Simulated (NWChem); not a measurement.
System: SnH₂, singlet; SMILES [SnH2]

Input file for NWChem:

```
start job
memory heap 200 mb stack 900 mb global 1100 mb
geometry units angstroms noautoz
  Sn     0.000000     0.000000     0.019422
  H      0.000000    -1.261879    -1.237156
  H      0.000000     1.261879    -1.237156
end
basis spherical
  Sn library def2-svp
  H library def2-svp
end
ecp
  Sn library def2-ecp
end
dft
  xc xwpbe 1.00 cpbe96 1.0 hfexch 1.00
  cam 0.25 cam_alpha 0.0 cam_beta 1.0
  iterations 150
  vectors input atomic output neutral.movecs
end
task dft energy
charge 1
dft
  odft
  mult 2
  vectors input atomic output cation.movecs
end
task dft energy
```

Parts of the log:

```
             Northwest Computational Chemistry Package (NWChem) 7.3.0
             --------------------------------------------------------

 C2V symmetry detected

                             Geometry "geometry" -> ""
                             -------------------------

 Output coordinates in angstroms (scale by  1.889725989 to convert to a.u.)

  No.       Tag          Charge          X              Y              Z
 ---- ---------------- ---------- -------------- -------------- --------------
    1 Sn                  50.0000     0.00000000     0.00000000     0.04832992
    2 H                    1.0000     1.26187900     0.00000000    -1.20824808
    3 H                    1.0000    -1.26187900     0.00000000    -1.20824808

 Effective nuclear repulsion energy (a.u.)      29.9250152805

      Symmetry information
      --------------------

 Group name             C2v
 Group number             16
 Group order               4
 No. of unique centers     2

 Summary of "ao basis" -> "ao basis" (spherical)
 ------------------------------------------------------------------------------
       Tag                 Description            Shells   Functions and Types
 ---------------- ------------------------------  ------  ---------------------
 Sn                         def2-svp                10       26   4s4p2d
 H                          def2-svp                 3        5   2s1p

      Symmetry analysis of basis
      --------------------------

        a1         16
        a2          3
        b1         10
        b2          7

            General Information
            -------------------
          SCF calculation type: DFT
          Wavefunction type:  closed shell.
          No. of atoms     :     3
          No. of electrons :    24
           Alpha electrons :    12
            Beta electrons :    12
          Charge           :     0
          Spin multiplicity:     1
          Use of symmetry is: on ; symmetry adaption is: on
          Maximum number of iterations: 150
          AO basis - number of functions:    36
                     number of shells:    16
          Convergence on energy requested:  1.00D-06
          Convergence on density requested:  1.00D-05
          Convergence on gradient requested:  5.00D-04

              XC Information
              --------------
                     Hartree-Fock (Exact) Exchange  1.000
                     LC-wPBE(h)Exchange Functional  1.000
            Perdew 1991 LDA Correlation Functional  1.000 local
           PerdewBurkeErnz. Correlation Functional  1.000 non-local

           Range-Separation Parameters
           ---------------------------
           Alpha           :  0.00
           Beta            :  1.00
           Gamma           :  0.25
           Short-Range HF  :     F

             Grid Information
             ----------------
          Grid used for XC integration:  medium
          Radial quadrature: Mura-Knowles
          Angular quadrature: Lebedev.
          Tag              B.-S. Rad. Rad. Pts. Rad. Cut. Ang. Pts.
          ---              ---------- --------- --------- ---------
          Sn                  1.45      123           8.0       590
          H                   0.35       45           8.0       434
          Grid pruning is: on
          Number of quadrature shells:   168
          Spatial weights used:  Erf1

      Superposition of Atomic Density Guess
      -------------------------------------

 Sum of atomic energies:        -250.09430103

      Non-variational initial energy
      ------------------------------

 Total energy =    -214.213819
 1-e energy   =    -403.399972
 2-e energy   =     175.901726
 HOMO         =      -0.227123
 LUMO         =      -0.080562

      Symmetry analysis of molecular orbitals - initial
      -------------------------------------------------

  Numbering of irreducible representations:

     1 a1          2 a2          3 b1          4 b2

  Orbital symmetries:

     1 a1          2 b1          3 a1          4 b2          5 b1
     6 a1          7 a1          8 a2          9 b2         10 a1
    11 b1         12 a1         13 b2         14 b1         15 a1
    16 a1         17 b1         18 a1         19 b2         20 a1
    21 a2         22 b2

   convergence    iter        energy       DeltaE   RMS-Dens  Diis-err
 ---------------- ----- ----------------- --------- --------- ---------
 d= 0,ls=0.0,diis     1   -215.4488098398 -2.29D+02  1.66D-02  5.57D-02
 d= 0,ls=0.0,diis     2   -215.4637422418 -1.49D-02  1.40D-03  2.83D-03
 d= 0,ls=0.0,diis     3   -215.4641848165 -4.43D-04  8.44D-04  3.76D-04
 d= 0,ls=0.0,diis     4   -215.4642294825 -4.47D-05  8.50D-05  2.30D-05
 d= 0,ls=0.0,diis     5   -215.4642316798 -2.20D-06  2.14D-05  1.06D-07
 d= 0,ls=0.0,diis     6   -215.4642317094 -2.96D-08  5.68D-06  6.92D-09

         Total DFT energy =     -215.464231709420
      One electron energy =     -403.857015319313
           Coulomb energy =      193.853329448145
    Exchange-Corr. energy =      -18.744972401217
 Nuclear repulsion energy =       13.284426562965

 Numeric. integr. density =       24.000015173893

                  Occupations of the irreducible representations
                  ----------------------------------------------

                     irrep           alpha         beta
                     --------     --------     --------
                     a1                6.0          6.0
                     a2                1.0          1.0
                     b1                3.0          3.0
                     b2                2.0          2.0

                       DFT Final Molecular Orbital Analysis
                       ------------------------------------

 Vector   10  Occ=2.000000D+00  E=-5.627813D-01  Symmetry=a1
              MO Center=  6.6D-18, -2.0D-17, -4.3D-01, r^2= 2.0D+00
   Bfn.  Coefficient  Atom+Function         Bfn.  Coefficient  Atom+Function
  ----- ------------  ---------------      ----- ------------  ---------------
     3      0.738352  1 Sn s                  2     -0.292710  1 Sn s
     1     -0.259516  1 Sn s                  4      0.200710  1 Sn s
    27      0.178609  2 H  s                 32      0.178609  3 H  s
    13     -0.096481  1 Sn pz                28      0.077450  2 H  s
    33      0.077450  3 H  s                 10      0.035076  1 Sn pz

 Vector   11  Occ=2.000000D+00  E=-3.675152D-01  Symmetry=b1
              MO Center= -1.7D-15, -2.2D-16, -7.9D-01, r^2= 2.7D+00
   Bfn.  Coefficient  Atom+Function         Bfn.  Coefficient  Atom+Function
  ----- ------------  ---------------      ----- ------------  ---------------
    11      0.372699  1 Sn px                27      0.301067  2 H  s
    32     -0.301067  3 H  s                 28      0.219892  2 H  s
    33     -0.219892  3 H  s                 14      0.163349  1 Sn px
    20     -0.131729  1 Sn d  1               8     -0.126463  1 Sn px
     5     -0.118389  1 Sn px                25      0.063152  1 Sn d  1

 Vector   12  Occ=2.000000D+00  E=-3.077417D-01  Symmetry=a1
              MO Center=  7.3D-16, -2.4D-16,  7.1D-02, r^2= 3.1D+00
   Bfn.  Coefficient  Atom+Function         Bfn.  Coefficient  Atom+Function
  ----- ------------  ---------------      ----- ------------  ---------------
     3      0.438984  1 Sn s                 13      0.415915  1 Sn pz
     4      0.277948  1 Sn s                 16      0.272758  1 Sn pz
    27     -0.211961  2 H  s                 32     -0.211961  3 H  s
    28     -0.178070  2 H  s                 33     -0.178070  3 H  s
     2     -0.166302  1 Sn s                 10     -0.139080  1 Sn pz

 Vector   13  Occ=0.000000D+00  E=-4.234878D-02  Symmetry=b2
              MO Center= -1.9D-15, -2.5D-16,  2.6D-02, r^2= 3.4D+00
   Bfn.  Coefficient  Atom+Function         Bfn.  Coefficient  Atom+Function
  ----- ------------  ---------------      ----- ------------  ---------------
    15      0.618882  1 Sn py                12      0.511867  1 Sn py
     9     -0.170711  1 Sn py                 6     -0.158557  1 Sn py

 Vector   14  Occ=0.000000D+00  E= 8.367359D-02  Symmetry=b1
              MO Center=  6.7D-15,  1.8D-16,  1.2D-01, r^2= 4.8D+00
   Bfn.  Coefficient  Atom+Function         Bfn.  Coefficient  Atom+Function
  ----- ------------  ---------------      ----- ------------  ---------------
    14      1.106296  1 Sn px                28     -0.768699  2 H  s
    33      0.768699  3 H  s                 11      0.341564  1 Sn px
    27     -0.188076  2 H  s                 32      0.188076  3 H  s
    20      0.145363  1 Sn d  1               8     -0.107946  1 Sn px
     5     -0.099879  1 Sn px                25     -0.050040  1 Sn d  1

 Vector   15  Occ=0.000000D+00  E= 1.255723D-01  Symmetry=a1
              MO Center=  1.1D-14, -3.2D-16, -8.1D-02, r^2= 4.9D+00
   Bfn.  Coefficient  Atom+Function         Bfn.  Coefficient  Atom+Function
  ----- ------------  ---------------      ----- ------------  ---------------
    16      1.175606  1 Sn pz                28      1.017380  2 H  s
    33      1.017380  3 H  s                  3     -0.768085  1 Sn s
     4     -0.597195  1 Sn s                 13      0.293117  1 Sn pz
     2      0.216764  1 Sn s                 27      0.164567  2 H  s
    32      0.164567  3 H  s                  1      0.162658  1 Sn s

     Multipole analysis of the density
     ---------------------------------

     L   x y z        total         alpha         beta         nuclear
     -   - - -        -----         -----         ----         -------
     0   0 0 0     -0.000000    -12.000000    -12.000000     24.000000

     1   1 0 0      0.000000      0.000000      0.000000      0.000000
     1   0 1 0     -0.000000     -0.000000     -0.000000      0.000000
     1   0 0 1      0.218769      1.388009      1.388009     -2.557249

     2   2 0 0    -21.173444    -16.273066    -16.273066     11.372687
     2   1 1 0      0.000000      0.000000      0.000000      0.000000
     2   1 0 1      0.000000      0.000000      0.000000      0.000000
     2   0 2 0    -16.765371     -8.382686     -8.382686      0.000000
     2   0 1 1     -0.000000     -0.000000     -0.000000      0.000000
     2   0 0 2    -22.620629    -16.615334    -16.615334     10.610039

                                 NWChem DFT Module
                                 -----------------

      Symmetry analysis of basis
      --------------------------

        a1         16
        a2          3
        b1         10
        b2          7

            General Information
            -------------------
          SCF calculation type: DFT
          Wavefunction type:  spin polarized.
          No. of atoms     :     3
          No. of electrons :    23
           Alpha electrons :    12
            Beta electrons :    11
          Charge           :     1
          Spin multiplicity:     2
          Use of symmetry is: on ; symmetry adaption is: on
          Maximum number of iterations: 150
          This is a Direct SCF calculation.
          AO basis - number of functions:    36
                     number of shells:    16
          Convergence on energy requested:  1.00D-06
          Convergence on density requested:  1.00D-05
          Convergence on gradient requested:  5.00D-04

              XC Information
              --------------
                     Hartree-Fock (Exact) Exchange  1.000
                     LC-wPBE(h)Exchange Functional  1.000
            Perdew 1991 LDA Correlation Functional  1.000 local
           PerdewBurkeErnz. Correlation Functional  1.000 non-local

           Range-Separation Parameters
           ---------------------------
           Alpha           :  0.00
           Beta            :  1.00
           Gamma           :  0.25
           Short-Range HF  :     F

             Grid Information
             ----------------
          Grid used for XC integration:  medium
          Radial quadrature: Mura-Knowles
          Angular quadrature: Lebedev.
          Tag              B.-S. Rad. Rad. Pts. Rad. Cut. Ang. Pts.
          ---              ---------- --------- --------- ---------
          Sn                  1.45      123           8.0       590
          H                   0.35       45           8.0       434
          Grid pruning is: on
          Number of quadrature shells:   168
          Spatial weights used:  Erf1

      Superposition of Atomic Density Guess
      -------------------------------------

 Sum of atomic energies:        -250.09430103

 Renormalizing density from      24.00 to     23

      Non-variational initial energy
      ------------------------------

 Total energy =    -211.758580
 1-e energy   =    -386.591640
 2-e energy   =     161.548633
 HOMO         =      -0.570024
 LUMO         =      -0.419658

   Symmetry analysis of molecular orbitals - initial alpha
   -------------------------------------------------------

  Numbering of irreducible representations:

     1 a1          2 a2          3 b1          4 b2

  Orbital symmetries:

     1 a1          2 b1          3 a1          4 b2          5 b1
     6 a1          7 a1          8 a2          9 b2         10 a1
    11 b1         12 a1         13 b2         14 b1         15 a1
    16 a1         17 b1         18 a1         19 b2         20 a1
    21 a2         22 b2

   Symmetry analysis of molecular orbitals - initial beta
   ------------------------------------------------------

  Numbering of irreducible representations:

     1 a1          2 a2          3 b1          4 b2

  Orbital symmetries:

     1 a1          2 b1          3 a1          4 b2          5 b1
     6 a1          7 a1          8 a2          9 b2         10 a1
    11 b1         12 a1         13 b2         14 b1         15 a1
    16 a1         17 b1         18 a1         19 b2         20 a1
    21 a2         22 b2

   convergence    iter        energy       DeltaE   RMS-Dens  Diis-err
 ---------------- ----- ----------------- --------- --------- ---------
 d= 0,ls=0.0,diis     1   -215.0728398686 -2.28D+02  1.13D-02  2.14D-01
                                                     9.73D-03  1.97D-01
 d= 0,ls=0.0,diis     2   -215.1255004681 -5.27D-02  4.35D-03  4.20D-02
                                                     4.13D-03  4.24D-02
 d= 0,ls=0.0,diis     3   -215.1367591081 -1.13D-02  5.48D-04  1.44D-04
                                                     3.58D-04  6.43D-05
 d= 0,ls=0.0,diis     4   -215.1369038354 -1.45D-04  1.88D-04  1.11D-05
                                                     1.99D-04  1.90D-05
 d= 0,ls=0.0,diis     5   -215.1369280091 -2.42D-05  1.23D-04  2.14D-06
                                                     1.15D-04  1.81D-06
  Resetting Diis
 d= 0,ls=0.0,diis     6   -215.1369350264 -7.02D-06  4.13D-05  1.93D-07
                                                     4.23D-05  1.92D-07
 d= 0,ls=0.0,diis     7   -215.1369358291 -8.03D-07  1.02D-05  2.81D-08
                                                     8.00D-06  1.95D-08
 d= 0,ls=0.0,diis     8   -215.1369358946 -6.55D-08  8.50D-06  8.30D-09
                                                     7.38D-06  7.78D-09

         Total DFT energy =     -215.136935894568
      One electron energy =     -396.905303801882
           Coulomb energy =      186.974888419234
    Exchange-Corr. energy =      -18.490947074885
 Nuclear repulsion energy =       13.284426562965

 Numeric. integr. density =       23.000015239816

                  Occupations of the irreducible representations
                  ----------------------------------------------

                     irrep           alpha         beta
                     --------     --------     --------
                     a1                6.0          5.0
                     a2                1.0          1.0
                     b1                3.0          3.0
                     b2                2.0          2.0

[...]
```

Level: LC-wPBE (HJS exchange hole, range parameter 0.25 per bohr)/def2-SVP with def2 effective core potentials on Sn, vertical spin-unrestricted ions. Low-valent species are run as closed-shell singlets; no triplet was tried in these runs. The geometry was optimised at PBE0/def2-SVP. def2 effective core potentials on Sn; no spin-orbit coupling.
